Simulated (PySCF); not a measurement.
# Identify the compound

An unknown has the formula CH₁₀N₂OSi₃. Its calculated NMR data are:

1H NMR (600 MHz, computed): δ 11.95 (d, 1H), 4.92 (d, 1H), 4.76 (s, 6H), 1.24 (br s, 2H).

13C{1H} NMR (computed): δ 253.3 (CH).

[PySCF 2.14: geometry from GFN2-xTB; PBE0/pcSseg-1 with gauge-including orbitals; rapidly exchanging positions averaged; no solvent; one computed conformer; no relativistic terms]

Shifts are taken against calculated references (same method and geometry level): 1H (σ = 31.72 ppm), 13C (σ = 186.93 ppm) against TMS.

**Question.** Which of these isomers gave the spectra?
A. CN[Si@@H]1[SiH2]O[Si@H]1N
B. N[Si@@H](C=O)N([SiH3])[SiH3]
C. N[Si@@H]1N[SiH2]CO[SiH2]1
D. N[Si@H]1CO[SiH2][SiH2]N1

**Answer.** B. 

The formula gives 1 degree of unsaturation (no ring in the answer). Carbon types of the structure: 1 × CH, leaving 9 H on heteroatoms. δC 253.3: carbonyl carbon. δH 11.95: hydrogen on a carbonyl carbon. δH 4.92: hydrogen on a silicon bonded to C, 2 N. δH 4.76: hydrogen on a silicon bonded to N. δH 1.24: hydrogen on a nitrogen bonded to Si; exchangeable, gas-phase position.

The others: CN[Si@@H]1[SiH2]O[Si@H]1N would give 5 signals for carbon-bound and other non-exchanging H, not 3; N[Si@@H]1N[SiH2]CO[SiH2]1 would give 7 signals for carbon-bound and other non-exchanging H, not 3; N[Si@H]1CO[SiH2][SiH2]N1 would give 7 signals for carbon-bound and other non-exchanging H, not 3.

OH/NH shifts are gas-phase values; hydrogen bonding in solution moves them, usually downfield. Shifts are as computed. Against solution values, carbons near 30 ppm lie about +3 ppm off and those near 130 ppm about +5 ppm. Of 1211 compounds with measured shifts, 218 miss one by over three times the rms of a fit or turn the order of signals round; such compounds aren't used in these exercises. Multiplicities follow the n + 1 count of equivalent neighbours, as no J values were calculated; m marks all less simple cases, F and P coupling included.
